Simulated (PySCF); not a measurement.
Radial density of Al (aluminium, neutral)

M06-2X, [Ne] 3s1 3p2, 3s spin antiparallel (an excited configuration). Computed with PySCF 2.14 in dyall-av2z, with no relativity, point nucleus.

```csv
r (bohr),4πr²ρ (e/bohr),4πr²(ρα − ρβ)
0.00158,0.04224,-0.0001
0.00266,0.1165,-0.0003
0.00447,0.3137,-0.0007
0.00752,0.8213,-0.0019
0.0126,2.033,-0.0047
0.0213,4.599,-0.0106
0.0358,8.923,-0.0195
0.0602,13.52,-0.0238
0.101,13.89,-0.0034
0.170,9.478,0.0463
0.286,9.869,0.0452
0.482,12.56,-0.0084
0.810,6.269,-0.0029
1.36,1.253,-0.0562
2.29,1.105,0.1907
3.86,0.5252,0.2925
6.48,0.07172,0.0641
10.9,0.0006589,0.0006
```

With the s spin flipped the determinant is a mixture of two multiplicities, not a spectroscopic state.
